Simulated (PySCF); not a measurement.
Working out the excitation energy of Mg

Mg [Ne] 3s2 (1S) → Mg [Ne] 3p2 (3P). Computed with PySCF 2.14 in def2-TZVPPD, with no relativity, point nucleus. Frozen: 1s2. Energies in hartree (1 hartree = 27.21139 eV):

```json
{"part": "UHF", "Mg (lower)": "-199.606647", "Mg (upper)": "-199.375416"}
{"part": "MP2 opposite-spin", "Mg (lower)": "-0.139375", "Mg (upper)": "-0.114749"}
{"part": "MP2 same-spin", "Mg (lower)": "-0.047125", "Mg (upper)": "-0.048632"}
```

**Question.** What does Hartree-Fock give?

**Answer.** (-199.375416) − (-199.606647) = 0.231231 hartree = 6.292 eV.

**Question.** What do MP2 and SCS-MP2 (6/5 opposite-spin, 1/3 same-spin) give?

**Answer.** The opposite-spin parts differ by 0.670 eV and the same-spin parts by -0.041 eV. MP2: 6.292 + (0.670) + (-0.041) = 6.921 eV. SCS-MP2: 6.292 + 1.2 × (0.670) + (-0.041)/3 = 7.082 eV.

Measured between the centres of the two terms (NIST): 7.173 eV, so MP2 (valence and next inner shell) is off by -0.252 eV.

What remains against the reference includes basis incompleteness, the frozen core and correlation beyond second order.
